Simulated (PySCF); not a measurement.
**Spin states and ions at one geometry of Tl(SiH3)3**

PySCF 2.14.0, RKS PBE, Tl def2-SVP with ECP60, Si def2-SVP, H def2-SVP; non-relativistic Hamiltonian with scalar-relativistic core potentials where named; density fitting; no spin-orbit coupling; singlets restricted, open shells unrestricted. The geometry is relaxed for charge 0, singlet, vacuum:

```xyz
13

Tl    0.0000    0.0000   -0.6345
Si    2.6457    0.0000   -0.6820
H     3.2321   -1.2205   -0.0195
H     3.0951    0.0000   -2.1235
H     3.2321    1.2204   -0.0195
Si   -1.3228    2.2912   -0.6820
H    -0.5591    3.4093   -0.0195
H    -1.5475    2.6804   -2.1235
H    -2.6730    2.1889   -0.0196
Si   -1.3229   -2.2912   -0.6820
H    -2.6730   -2.1888   -0.0196
H    -1.5476   -2.6804   -2.1235
H    -0.5591   -3.4093   -0.0196
```

Energies count from the relaxed state; an electron taken off or put on is at rest in vacuum. Charges and spins are Mulliken's.

Question: Order these states by energy, lowest first.
A. charge -1, doublet, vacuum
B. charge 0, triplet, vacuum
C. charge +1, doublet, vacuum
D. charge 0, singlet, vacuum

Answer: A (-0.86 eV), D (0.00 eV), B (2.85 eV), C (8.34 eV).

Question: How do charge and spin on the first atom follow?

Answer: 
```json
{"state": "charge 0, singlet, vacuum", "spin squared": "0.00", "charge on Tl1 (e)": "0.16", "spin on Tl1 (e)": "0.00", "dipole about the centre of mass (D)": "0.12"}
{"state": "charge 0, triplet, vacuum", "spin squared": "2.00", "charge on Tl1 (e)": "-0.22", "spin on Tl1 (e)": "1.09", "dipole about the centre of mass (D)": "1.54"}
{"state": "charge +1, doublet, vacuum", "spin squared": "0.75", "charge on Tl1 (e)": "0.29", "spin on Tl1 (e)": "0.28", "dipole about the centre of mass (D)": "1.65"}
{"state": "charge -1, doublet, vacuum", "spin squared": "0.75", "charge on Tl1 (e)": "-0.37", "spin on Tl1 (e)": "0.90", "dipole about the centre of mass (D)": "0.04"}
```

With an electron taken off (doublet) the charges change, summed by element, by Tl +0.13 e, Si +0.21 e, H +0.66 e. The vertical ionisation energy is 8.34 eV, against −ε(HOMO) = 5.96 eV of the relaxed state. The level lies 2.4 eV too high, as is usual for semilocal functionals and global hybrids, which keep a self-interaction error.

With an electron put on (doublet) the charges change, summed by element, by Tl -0.52 e, Si +0.03 e, H -0.50 e. The vertical electron affinity is 0.86 eV, against −ε(LUMO) = 3.03 eV of the relaxed state. The basis has no diffuse functions, which an added electron needs. The added electron's level lies above zero.

Open shells may have lower solutions than those found. Hard to converge, so the more doubtful: charge 0, triplet, vacuum; charge +1, doublet, vacuum.
